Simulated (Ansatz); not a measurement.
Al₂ (SMILES [Al][Al]), triplet, at a GFN2-xTB geometry (such geometries of metal compounds can be far from the true shape); CASSCF(6,5)/STO-3G in Ansatz (a first-principles code).

Here is a job for Ansatz.
Ansatz 0.2 input:
```yaml
crystal:
  periodic: [false, false, false]
  atoms:
    - {symbol: Al, position_ang: [-0.00000000, -0.00000000, -1.25283009]}
    - {symbol: Al, position_ang: [0.00000000, 0.00000000, 1.25283009]}
basis:
  gaussian:
    orbitals: STO-3G
hamiltonian:
  xc: hf
correlation: {active_space: {window: {electrons: 6, orbitals: 5}}}
magnetization: {spin_polarized: false, initial_magnetization: 2}
```

Output, abridged:

```
Functional definition: HF
185 factors; integrals over basis functions are off by at most 1.2e-4 eV
mean field evaluation 1: about -13000.9552 eV, gradient 2.5e0 eV
mean field evaluation 2: about -13000.9587 eV, gradient 2.5e0 eV
mean field evaluation 4: about -13001.0084 eV, gradient 7.2e-2 eV
mean field evaluation 8: about -13001.0084 eV, gradient 7.1e-7 eV
mean field evaluation 16: about -13001.0091 eV, gradient 4.0e-6 eV
mean field evaluation 32: about -13001.0077 eV, gradient 1.1e-1 eV
mean field -13001.00905765 eV, -477.7782704681 hartree, gradient 4.0e-6 eV, S^2 2.000000; 10 other end points of the search recorded, 0 dependent functions left out
reference -13001.00905765 eV, -477.7782704681 hartree; 14, 12 occupied and 4, 6 virtual orbitals, 185 factors
state -13001.84030762 eV, -477.8088183411 hartree
Total energy: -13001.84030762 eV, -477.8088183411 hartree
```
